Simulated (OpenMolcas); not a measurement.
Worked example: vertical ionisation energy of YF3 (SMILES [F][Y]([F])[F])

YF3: 4 atoms, total charge 0, spin state singlet. SMILES: `[F][Y]([F])[F]`. The shape is that of a PBE0-D4/def2-TZVP optimisation.

```
atom    x (Å)    y (Å)    z (Å)
   F  -0.0732   0.4298   1.9396
   Y   0.0136  -0.0152  -0.0049
   F   0.8176  -1.7434  -0.5990
   F  -0.7025   1.2685  -1.3560
```

Both states at this one shape; open shells run unrestricted unless said. 1 Eh = 27.2114 eV.

| level | program | singlet YF3 (Eh) | doublet [YF3]+ (Eh) | HOMO of the first (eV) |
| --- | --- | --- | --- | --- |
| HF/3-21G | OpenMolcas | -3612.655899 | -3612.232695 | -14.11 |
| HF/def2-SVP (core potential) | OpenMolcas | -336.223682 | -335.768869 | -15.57 |
| r2SCAN/def2-SVP (core potential) | OpenMolcas | -337.768157 | -337.319869 | -8.78 |

Q: Work out the vertical ionisation energy at each level.

A: 
1. HF/3-21G: -3612.232695 − (-3612.655899) = 0.423204 Eh = 11.52 eV; −ε(HOMO) = 14.11 eV.
2. HF/def2-SVP (core potential): -335.768869 − (-336.223682) = 0.454813 Eh = 12.38 eV; −ε(HOMO) = 15.57 eV.
3. r2SCAN/def2-SVP (core potential): -337.319869 − (-337.768157) = 0.448288 Eh = 12.20 eV; −ε(HOMO) = 8.78 eV.

No measured value is set beside it here; the levels span 11.52 to 12.38 eV. In Hartree–Fock, −ε(HOMO) (Koopmans) exceeds the difference of totals by the orbital relaxation of the ion. In semi-local functionals −ε(HOMO) lies far under the ionisation energy, a result of self-interaction, while the difference of totals does much better. Spin-orbit coupling, which splits open shells on such heavy atoms by tenths of an eV, is left out. All-electron rows are non-relativistic unless named.
